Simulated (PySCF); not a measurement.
**Shapes and spin states of H₂WO**

Computed with PySCF, PBE0, basis W def2-TZVP with ECP60, O def2-TZVP, H def2-TZVP (scalar-relativistic core potentials, no spin–orbit coupling, density fitting).

Relaxations began from a few typed shapes and spin states; open shells are unrestricted. The search is not exhaustive: other isomers or separated fragments can lie lower, and high-lying points may rest on an excited occupation.

(1) Order these stationary points by electronic energy, lowest first, in kJ/mol from the lowest minimum.
A. singlet (closed shell, unstable to spin polarisation) C2v: W–H 1.750 Å (×2), W–O 1.673 Å; H–W–H 124.6°, H–W–O 117.7° (×2)
B. singlet (closed shell, unstable to spin polarisation) Cs: W–H 1.708 Å (×2), W–O 1.656 Å; H–W–H 117.2°, H–W–O 102.6° (×2)
C. singlet (closed shell, unstable to spin polarisation) C2v: W–H 1.750 Å (×2), W–O 1.667 Å; H–W–H 128.5°, H–W–O 115.7° (×2)
D. triplet C2v: W–H 1.749 Å (×2), W–O 1.676 Å; H–W–H 127.0°, H–W–O 116.5° (×2)
E. broken-symmetry Ms = 0 (⟨S²⟩ 0.98) C2v: W–H 1.748 Å (×2), W–O 1.672 Å; H–W–H 127.6°, H–W–O 116.2° (×2)

(2) Which of them are minima?

Answers

(1) D (0.0), E (35.5), B (62.6), C (96.8), A (144.1).

(2) By energy in kJ/mol, 0.0: minimum; 35.5: minimum; 62.6: minimum of the closed-shell surface only; 96.8: saddle point, 1 imaginary mode; 144.1: minimum of the closed-shell surface only.

For the lowest minimum: other spin states or occupations of the open shell can lie lower. No spin–orbit coupling is included, which matters more the heavier the element.

The electron or spin density has lower symmetry than the nuclear frame for the broken-symmetry Ms = 0 (⟨S²⟩ 0.98) C2v at 35.5 kJ/mol.
